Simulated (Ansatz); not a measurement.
Ideal-gas functions of C2H3GaO (`O[C]1=[CH][GaH]1`) at 600 K and 1 bar, from an Ansatz frequency run at PBE0-D4/def2-TZVP.

Molar mass 112.77 g/mol, point group Cs (symmetry number 1), electronic degeneracy 1, moments of inertia 27.548, 167.295, 194.843 u Å². Harmonic wavenumbers (cm⁻¹, unscaled): 275, 335, 444, 456, 533, 577, 665, 846, 1031, 1149, 1286, 1574, 2085, 3166, 3859.

Use S(trans) = R[1.5 ln M + 2.5 ln T − 1.1517]; rotational temperatures θ = 24.2544 K / I; S(rot) = R[ln(√π/σ · √(T³/θAθBθC)) + 1.5]; for each mode x = 1.438777 ν̃/T, S = R[x/(eˣ − 1) − ln(1 − e⁻ˣ)] and H = RT x/(eˣ − 1); 1 cm⁻¹ = 0.0119627 kJ/mol; R = 8.31446 J/(mol·K).

Question: By hand: the entropy, in J/(mol·K).

Answer: Translation 182.3. Rotation: θ = 0.8804, 0.145, 0.1245 K, giving 114.2. Vibration, mode by mode: 11.93, 10.36, 8.18, 7.97, 6.82, 6.25, 5.26, 3.73, 2.63, 2.10, 1.62, 0.93, 0.34, 0.04, 0.01, in all 68.1. Electronic 0.0. Sum 364.6 J/(mol·K).

Question: By hand: H − E and G − E in kJ/mol, counted from the electronic energy.

Answer: Zero-point energy ½ × 18281 × 0.0119627 = 109.3; thermal vibration 24.1; translation, rotation and pV give 4 RT = 20.0. H − E = 153.4 kJ/mol, and G − E = 153.4 − 600 × 364.6/1000 = -65.4 kJ/mol.

Vibration gives 19 % of the entropy. The sum counts one conformer and one mirror image; others add a mixing term.
